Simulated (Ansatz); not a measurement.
Cd6CuTe6Cl2⁺, relaxed as a singlet with RKS PBE-D4/def2-SVP in Ansatz, starting from the PBE-D4/def2-SVP geometry of the neutral doublet. Force threshold 0.03 eV/Å.

In the def2 sets Cd, Te take a core potential; there is no spin–orbit coupling. Single mean-field runs in def2-SVP are fitted with def2-universal-jkfit.

Start:

```xyz
15

Cd   -3.201   -1.413   -0.933
Cd    2.108    1.220    2.908
Cd   -0.433   -0.049    1.505
Cu    0.987   -1.753   -0.434
Cd   -0.238   -0.958   -2.799
Cd    2.337    0.790   -0.565
Cd   -2.140    1.549   -1.415
Te    2.303   -1.475    1.813
Te   -1.276   -2.577    0.607
Te   -2.779   -0.251   -3.504
Te    4.191    1.814    1.284
Te   -0.020    2.394    0.048
Te    2.422   -1.186   -2.569
Cl   -0.154    1.112    3.928
Cl   -4.107    0.782    0.127
```

| step | energy (eV) | largest force component (eV/Å) | SCF passes |
| --- | --- | --- | --- |
| 1 | -140811.3187 | 0.510 | 61 |
| 2 | -140811.6828 | 0.608 | 33 |
| 3 | -140811.9713 | 0.606 | 30 |
| 4 | -140812.1777 | 0.336 | 30 |
| 5 | -140812.2543 | 0.213 | 29 |
| 6 | -140812.2786 | 0.107 | 23 |
| 7 | -140812.2941 | 0.092 | 22 |
| 8 | -140812.3077 | 0.051 | 23 |
| 9 | -140812.3202 | 0.138 | 24 |
| 10 | -140812.3278 | 0.261 | 23 |
| 11 | -140812.3459 | 0.134 | 23 |
| 12 | -140812.3716 | 0.112 | 24 |
| 13 | -140812.3881 | 0.196 | 23 |
| 14 | -140812.4095 | 0.262 | 23 |
| 15 | -140812.4269 | 0.176 | 23 |
| 16 | -140812.4348 | 0.100 | 22 |
| 17 | -140812.4392 | 0.036 | 23 |
| 18 | -140812.4408 | 0.021 | 22 |
| 19 | -140812.4414 | 0.015 | 22 |

Force components are those of the run's own axes.

End:

```xyz
15

Cd   -2.9486   -1.5085   -0.7512
Cd    1.7701    0.2489    3.0386
Cd   -1.1454    0.6196    1.3476
Cu    1.2192   -1.6142   -0.3041
Cd   -0.1834   -1.0663   -2.8190
Cd    1.9589    1.1677   -0.7677
Cd   -2.1006    1.6155   -1.7486
Te    3.0695   -1.7005    1.6153
Te   -0.9314   -2.1687    0.9756
Te   -2.8129   -0.5203   -3.3960
Te    3.9059    1.0651    1.3151
Te   -0.2243    2.8456   -0.1862
Te    2.4611   -0.9780   -2.5115
Cl   -0.3555    1.1363    3.8126
Cl   -3.6826    0.8577    0.3794
```

Bonds lost: Cd3–Te8, Cd6–Te8 (atoms count from 1). Bonds formed: Cd3–Cl15, Te8–Te11 (atoms count from 1). Metal–metal contacts that move far: Cd3–Cu4 2.95 to 3.65 Å.

The force fell under the threshold at step 18, but the optimiser went on. No frequencies were taken in this run, so the end may be a saddle point.

Run time 79 s (2 threads of AMD EPYC 7R13 on a shared host and a share (18 GiB) of an NVIDIA H100 80GB HBM3), peak host memory 1 GiB.
